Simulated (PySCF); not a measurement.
## Choosing a basis for TDDFT

Species: C2H4Br2.
Atom-mapped SMILES: `[Br:1][CH2:2][CH2:3][Br:4]` (hydrogens: H5, H6 on C2; H7, H8 on C3)

TDDFT with PBE0 (PySCF), vertical singlets, core orbitals frozen in the response, spherical d and f functions. One conformer (not necessarily the lowest) at the PBE0-D3(BJ)/def2-SVP geometry, without solvent, vibrations or thermal averaging. Relativistic effects, spin–orbit coupling among them, are left out although an element past zinc is present.

```csv
basis,functions,diffuse,S1 (eV),S2 (eV),S3 (eV),S4 (eV),S5 (eV),LUMO (eV),α (au)
6-31G*,100,no,6.12,6.19,6.22,6.35,7.25,-0.57,54.2
def2-SVP,112,no,6.18,6.25,6.28,6.42,7.22,-0.39,54.0
def2-SVPD,154,yes,5.98,6.04,6.07,6.21,6.88,-0.85,71.9
aug-cc-pVDZ,154,yes,5.99,6.06,6.08,6.22,6.73,-0.83,71.0
def2-TZVP,182,no,6.10,6.15,6.19,6.33,7.15,-0.63,65.3
def2-TZVPD,224,yes,6.00,6.05,6.09,6.22,6.81,-0.80,72.9
```

Task: How much do these states and the polarisability depend on the basis?

Result: States are compared by their number. Against the largest diffuse basis here (def2-TZVPD, itself not a converged limit), sets without diffuse functions differ by up to 0.18 eV in S1 and 0.44 eV in S5; the smaller diffuse sets differ by up to 0.02 and 0.08 eV. State by state, the largest deviation of a set without diffuse functions is S1 0.18, S2 0.20, S3 0.18, S4 0.20, S5 0.44 eV. The same number needn't mean the same state in each row. Against def2-TZVPD the polarisability deviates by -26% in 6-31G*, -26% in def2-SVP, -1% in def2-SVPD, -3% in aug-cc-pVDZ, -10% in def2-TZVP.
